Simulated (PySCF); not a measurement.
Ionisation energy of Ag(34+) by level of theory

Ag(34+) [Ne] 3s2 3p1 (2P) → Ag(35+) [Ne] 3s2 (1S), as a difference of total energies. Calculation: PySCF 2.14, in an even-tempered Gaussian basis (19 s from 5 bohr⁻², ratio 2.2; 12 p from 6.5 bohr⁻², ratio 2.2; 5 d from 27 bohr⁻², ratio 2.4; 4 f from 41 bohr⁻², ratio 2.4; 4 g from 61 bohr⁻², ratio 2.4); no relativity, point nucleus. Correlated levels: outer shells: 1s2 frozen; virtual orbitals above 40 to 60 times the deepest correlated orbital energy dropped. The calculations carry no spin-orbit coupling.

| method | ionisation energy (eV) |
| --- | --- |
| UHF | 2096.8 |
| LDA | 2098.6 |
| PBE | 2099.3 |
| PBE0 | 2098.9 |
| r2SCAN | 2098.7 |
| r2SCANh | 2098.7 |
| BLYP | 2100.0 |
| MP2 (outer shells) | 2097.2 |
| SCS-MP2 (outer shells) | 2097.0 |

A first-order spin-orbit estimate (lowest level to lowest level, LS coupling) adds 23.655 eV.

The gap to the reference is mostly relativistic.

For comparison: 2131 ± 10 eV (semi-empirical (NIST evaluation); NIST Atomic Spectra Database, ionization energies).
